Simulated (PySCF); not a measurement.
F₂H₆Si₃. Atoms are numbered in the order given.

```xyz
11

F      0.0000     1.3058    -1.3669
Si     0.0000     0.0000    -0.3916
F      0.0000    -1.3058    -1.3669
Si     1.9833     0.0000     0.8366
Si    -1.9833     0.0000     0.8366
H      2.0124    -1.2147     1.7026
H      2.0124     1.2147     1.7026
H      3.1633     0.0000    -0.0736
H     -3.1633     0.0000    -0.0736
H     -2.0124    -1.2147     1.7026
H     -2.0124     1.2147     1.7026
```

Geometry: ωB97X-D3(BJ)/def2-SVP.

The numbers are results of HF/pcSseg-1 run with PySCF, not measurements.

GIAO shieldings, no solvent; atoms alike by connectivity are averaged. δ = σ(ref) − σ: ¹⁹F against CFCl3 (σ = 238.5 ppm); ²⁹Si against TMS (σ = 393.8 ppm); ¹H against TMS (σ = 31.99 ppm), references at their B3LYP-D3(BJ)/def2-TZVP geometries, non-relativistic.

Q: Estimate the chemical shifts. (An estimate is asked for; the answer gives what the named calculation found.)

A: 
| nucleus | atoms | count | δ (ppm) |
|---|---|---|---|
| ¹⁹F | F1, F3 | 2 | -127.1 |
| ²⁹Si | Si2 | 1 | 40.5 |
| ²⁹Si | Si4, Si5 | 2 | -97.2 |
| ¹H | H6, H7, H8, H9, H10, H11 | 6 | 3.57 |
